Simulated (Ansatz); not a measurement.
`C#CO[SiH3]` → `C#C[O]`• + `[SiH3]`• at 400 K and 1 bar (homolysis of the O–Si bond).

Isolated molecules relaxed with PBE0-D4/def2-TZVP in Ansatz; ΔE leaves out vibrations. CCSD(T)/CBS is the MP2 limit (def2-TZVPP, def2-QZVPP) plus CCSD(T) − MP2 in def2-TZVPP, frozen cores. This one scheme is used for every species. Open shells (•) are unrestricted, without spin–orbit coupling.

```csv
species,CCSD(T)/CBS energy (Eh),H − E (kJ/mol),S (J/(mol·K))
`C#CO[SiH3]`,-442.69805,153.1,334.2
`C#C[O]`•,-151.75558,66.6,261.1
`[SiH3]`•,-290.80808,70.3,229.7
```

H − E and S are ideal-gas, rigid-rotor, harmonic terms from PBE0-D4/def2-TZVP, with the whole ground term of open shells counted as degenerate. 1 Eh = 2625.50 kJ/mol, R = 8.31446 J/(mol·K).

Q: By hand: ΔE, ΔH, ΔS and ΔG.

A: ΔE = (-151.75558) + (-290.80808) − (-442.69805) = 0.13439 Eh = 352.8 kJ/mol. Δ(H − E) = 66.6 + 70.3 − 153.1 = -16.2, so ΔH = 336.6 kJ/mol. ΔS = 261.1 + 229.7 − 334.2 = 156.6 J/(mol·K). ΔG = 336.6 − 400 × (156.6)/1000 = 274.0 kJ/mol.

Q: By hand: the equilibrium constant, and the temperature at which ΔG would vanish if ΔH and ΔS stayed fixed.

A: log₁₀ K = −ΔG/(RT ln 10) = -35.8. ΔG = 0 at ΔH/ΔS = 2149 K.

The number of gas molecules changes by +1, which sets the sign of ΔS. A doubt of 5 kJ/mol in ΔE shifts log₁₀ K by 0.7 here. These are equilibria of isolated gas molecules and say nothing of rates. Largest T1 diagnostic: 0.023 (customary marks: 0.02 for closed shells, 0.045 for open ones).
